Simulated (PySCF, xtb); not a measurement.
Sn(Br)(OH) (BrHOSn), SMILES [Sn]([Br])[OH] (connectivity only; charge and spin as stated), neutral, multiplicity 1. Other conformers were not sampled.

Harmonic wavenumbers (cm⁻¹) from GFN2-xTB run with xtb 6.7.1 at its own minimum, in rising order: 115, 235, 330, 370, 502, 3666.

Question: What does B3LYP-D3(BJ)/def2-TZVP run with PySCF give at its own minimum? (The exact figures need the calculation; the answer reports its results.)

Answer: 138, 224, 441, 594, 739, 3800. Paired by order, the mean absolute difference is 123 cm⁻¹ and the zero-point energies are 7.5 and 8.5 kcal/mol.
